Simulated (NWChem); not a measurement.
System: Si$_{2}$H$_{4}$OClF; SMILES [Si@H](F)(Cl)[SiH2]O

```xyz
9

O      0.9103     2.2384     0.1538
Si    -0.5818     1.5897    -0.2136
Si    -0.4963    -0.6553     0.4647
F     -1.5989    -1.5697    -0.3006
Cl     1.3901    -1.2693    -0.1596
H      1.6668     1.6933    -0.0908
H     -0.8952     1.6067    -1.6766
H     -1.6014     2.3829     0.5245
H     -0.6000    -0.9651     1.9159
```
Atoms are numbered in this order, from 1.

Program: NWChem. Medium grid unless said otherwise, to which SCAN and Minnesota functionals are sensitive. Geometry: optimised at PBE0/def2-SVP.

Task: Estimate the computed values for M06-L/def2-SVP. Quantities: highest occupied level (eV); orbital gap (eV); dipole (D).

Result: 
```yaml
highest occupied level (eV): -7.06
orbital gap (eV): 5.76
dipole (D): 0.74
```
